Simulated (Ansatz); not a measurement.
The same path of ClGaH4S (7 atoms, charge 0, multiplicity 1) was run twice with different band settings. Lost on the way: Ga1–Cl2, S5–H7. Made: Ga1–S5, Cl2–H7.

Computed with RHF/def2-SVP (Ansatz).

Relaxed end points:

```xyz
7
Properties=species:S:1:pos:R:3
Ga 0.019 0.085 0.024
Cl -0.426 0.591 2.121
H 1.515 0.271 -0.391
H -1.231 0.027 -0.916
S 0.154 -2.680 0.471
H -1.120 -2.850 0.833
H 0.611 -2.592 1.723
```

```xyz
7
Properties=species:S:1:pos:R:3
Ga 0.062 -0.523 -0.443
Cl 0.046 0.019 2.788
H 1.432 0.205 -0.620
H -1.359 0.070 -0.717
S 0.198 -2.708 0.048
H -1.112 -2.972 0.046
H 0.256 -1.239 2.763
```

Common settings: spring 5.0 eV/Å²; optimiser quadratic models (default); start path through a guess of the saddle point; force threshold 0.03 eV/Å; iteration limit 60; end points relaxed.

| run | movable images | climbing image |
| --- | --- | --- |
| 1 | 7 | yes |
| 2 | 4 | no |

Problem. What does each run give, and how far can it be trusted?

Solution. Run 1: converged after 12 iterations, highest image 1.230 eV above the first end. A vibrational analysis at the climbing image gives one clearly imaginary mode, 1296i cm⁻¹: a first-order saddle point.
Run 2: converged after 18 iterations, highest image 1.037 eV above the first end. No image climbed, so the highest image needn't sit at the top of the path.
The orbitals stay closed-shell, which can raise the energy where a bond breaks towards radicals; this wasn't checked here.
